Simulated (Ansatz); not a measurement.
Isolated molecules relaxed with PBE0-D4/def2-TZVP in Ansatz; ΔE leaves out vibrations. CCSD(T)/CBS is the MP2 limit (def2-TZVPP, def2-QZVPP) plus CCSD(T) − MP2 in def2-TZVPP, frozen cores. DFT in def2-TZVPP. B3LYP here is the variant with VWN-RPA as its local correlation; programs differ in this. For Ge outer-core shells are correlated without core-valence functions, which leaves a few kJ/mol of doubt a bond. Scalar relativity is left out up to krypton. One conformer a species, not always the lowest.

Reaction (cleavage of the B–Ge bond): `[BH2][GeH2][Cl]` + `OB[SiH3]` → `BOB[SiH3]` + `[Cl][GeH3]`

```json
{"level": "r2SCAN-D4", "ΔE (kJ/mol)": "-114.0", "difference from CCSD(T)/CBS": "0.7"}
{"level": "B97M-V", "ΔE (kJ/mol)": "-118.9", "difference from CCSD(T)/CBS": "-4.2"}
{"level": "B3LYP-D4", "ΔE (kJ/mol)": "-118.9", "difference from CCSD(T)/CBS": "-4.2"}
{"level": "r2SCANh-D4", "ΔE (kJ/mol)": "-115.2", "difference from CCSD(T)/CBS": "-0.5"}
{"level": "BHLYP-D4", "ΔE (kJ/mol)": "-125.3", "difference from CCSD(T)/CBS": "-10.6"}
{"level": "ωB97X-V", "ΔE (kJ/mol)": "-116.5", "difference from CCSD(T)/CBS": "-1.8"}
{"level": "B2PLYP", "ΔE (kJ/mol)": "-120.9", "difference from CCSD(T)/CBS": "-6.2"}
{"level": "r2SCAN", "ΔE (kJ/mol)": "-114.0", "difference from CCSD(T)/CBS": "0.7"}
{"level": "B3LYP", "ΔE (kJ/mol)": "-119.7", "difference from CCSD(T)/CBS": "-5.0"}
{"level": "r2SCANh", "ΔE (kJ/mol)": "-115.3", "difference from CCSD(T)/CBS": "-0.6"}
{"level": "r2SCAN0", "ΔE (kJ/mol)": "-117.1", "difference from CCSD(T)/CBS": "-2.4"}
{"level": "CAM-B3LYP", "ΔE (kJ/mol)": "-124.5", "difference from CCSD(T)/CBS": "-9.8"}
{"level": "SCS-MP2/def2-TZVPP", "ΔE (kJ/mol)": "-121.7", "difference from CCSD(T)/CBS": "-7.0"}
{"level": "CCSD/def2-TZVPP", "ΔE (kJ/mol)": "-116.8", "difference from CCSD(T)/CBS": "-2.1"}
{"level": "HF/def2-QZVPP", "ΔE (kJ/mol)": "-136.7", "difference from CCSD(T)/CBS": "-22.0"}
{"level": "HF/CBS(def2)", "ΔE (kJ/mol)": "-137.0", "difference from CCSD(T)/CBS": "-22.3"}
{"level": "CCSD(T)/CBS", "ΔE (kJ/mol)": "-114.7", "difference from CCSD(T)/CBS": "0"}
```

Largest T1 diagnostic among the species: 0.014.

From BLYP to BHLYP (50 % exact exchange), in def2-TZVPP and without D4, ΔE moves by −11.0 kJ/mol. In def2-TZVPP, CCSD(T) changes the Hartree–Fock value by +18.6 kJ/mol (the triples alone add +1.0 kJ/mol) and MP2 by +14.7 kJ/mol.
